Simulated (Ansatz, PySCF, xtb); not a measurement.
Dimer: N2 (SMILES N#N) (first 2 atoms) with PH3 (SMILES P); geometry from B3LYP-D3(BJ)/def2-TZVP.
(charge 0, multiplicity 1):
```csv
atom,x (Å),y (Å),z (Å)
N,0.6469,-0.2110,-0.5113
N,-0.3349,0.2639,-0.4876
P,0.0248,0.1078,3.5463
H,1.1199,0.6326,2.8130
H,0.0164,-1.1108,2.8201
H,-0.9388,0.7142,2.7001
```

Counterpoise-corrected where a basis set is named; no monomer relaxation.

Rows in 6-31G* carry no dispersion term and start afresh at each structure (6-31G* with six Cartesian d functions). MP2/6-31G* freezes PySCF's default core.

The values were computed with Ansatz (Gaussian orbitals); PySCF for 6-31G* rows; xtb for the GFN methods. Each number belongs to the level named beside it.

Question: One of these levels gives 2.0 kJ/mol for the interaction energy. Name it.
A. MP2/6-31G*
B. B3LYP/def2-TZVPPD
C. GFN1-xTB

Answer: B, B3LYP/def2-TZVPPD. The others give -2.6 (GFN1-xTB), 0.5 (MP2/6-31G*)

Ansatz is a quantum-chemistry and plane-wave program.
